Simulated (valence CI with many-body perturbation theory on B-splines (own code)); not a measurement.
## Which ion has this spectrum?

A relativistic CI+MBPT calculation for an atom or ion with 5 electrons gives these levels (eV):

| J | Parity | E | g |
| --- | --- | --- | --- |
| 1/2 | odd | 0.0 | 0.62 |
| 1/2 | even | 240.8 | 2.05 |
| 3/2 | odd | 1064.7 | 1.30 |
| 3/2 | even | 1233.6 | 1.63 |
| 5/2 | even | 1272.6 | 1.31 |
| 1/2 | even | 1338.5 | 1.26 |
| 3/2 | even | 1340.5 | 0.97 |
| 3/2 | odd | 1591.7 | 1.32 |
| 5/2 | even | 2316.1 | 1.42 |
| 1/2 | even | 2416.1 | 1.92 |
| 3/2 | even | 2416.8 | 1.17 |
| 3/2 | odd | 2611.5 | 1.44 |
| 5/2 | odd | 2633.9 | 1.17 |
| 1/2 | odd | 2686.3 | 0.62 |

The energies are calculated, and their last digits are not significant.

(1) Which is it?
A. Tm64+
B. Hf67+
C. Ho62+
D. Lu66+

Answers

(1) A. Tm64+, ground level (2s^2 2p1/2) J=1/2.
